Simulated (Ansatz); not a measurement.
Job for Ansatz (a first-principles code): U-CCSD(T)/cc-pVTZ on BHN (SMILES B=[N]), 2S+1 = 2.

Ansatz 0.2 input:
```yaml
crystal:
  periodic: [false, false, false]
  atoms:
    - {symbol: B, position_ang: [-0.00000000, -0.00000000, -0.61304302]}
    - {symbol: N, position_ang: [0.00000000, 0.00000000, 0.69245192]}
    - {symbol: H, position_ang: [-0.00000000, -0.00000000, -1.78194831]}
basis:
  gaussian:
    orbitals: cc-pVTZ
magnetization: {spin_polarized: true, initial_magnetization: 1}
correlation: {method: ccsd_t, electrons: outside_noble_gas}
accuracy: high
relax: {f_tol: 0.0005, max_steps: 60}
scf: {omitted_lower_state_checks: [cluster_reference]}
output: {forces: true}
```

Q: Predict the final total energy.

A: -79.9417 hartree (reference determinant -79.6597, T1 diagnostic 0.027).

Q: How many basis functions does it have, and what does it roughly cost on one machine?

A: 74 functions; about 2.9 core-minutes (a rough figure).
